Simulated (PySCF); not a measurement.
**Spinor energies of Kr⁸⁺ (krypton, charge +8)**

Start: [Ar] 3d10. Calculated with PySCF 2.14 in an uncontracted even-tempered set (18 s from 0.43 bohr⁻², ratio 2.8; 13 p from 0.56 bohr⁻², ratio 2.8; 9 d from 0.56 bohr⁻², ratio 2.8; 4 f from 4.4 bohr⁻², ratio 3): generalised Hartree-Fock with the X2C-1e Hamiltonian and a Gaussian nucleus; spin-orbit coupling (SO) screened by Boettger's factors.

| spinor shell | electrons | ε, screened SO (eV) | weight of nominal j (screened SO) | rms radius, screened SO (bohr) |
| --- | --- | --- | --- | --- |
| 1s1/2 | 2 | -14545.3 | 1.000 | 0.0478 |
| 2s1/2 | 2 | -2097.6 | 1.000 | 0.199 |
| 2p1/2 | 2 | -1902.9 | 1.000 | 0.174 |
| 2p3/2 | 4 | -1848.1 | 1.000 | 0.178 |
| 3s1/2 | 2 | -438.46 | 1.000 | 0.564 |
| 3p1/2 | 2 | -368.05 | 1.000 | 0.571 |
| 3d3/2 | 4 | -236.79 | 1.000 | 0.592 |
| 3d5/2 | 6 | -235.37 | 1.000 | 0.596 |

Where does 3p3/2 lie, and what is the 3p spin-orbit splitting (screened SO)?

At -359.49 eV, 8.557 eV above 3p1/2.

| quantity | screened SO |
| --- | --- |
| E (hartree) | -2770.07639 |
| M_J | 0 |
| ⟨J²⟩ | 0.000 |
| ⟨L²⟩ | 0.003 |
| ⟨S²⟩ | 0.003 |
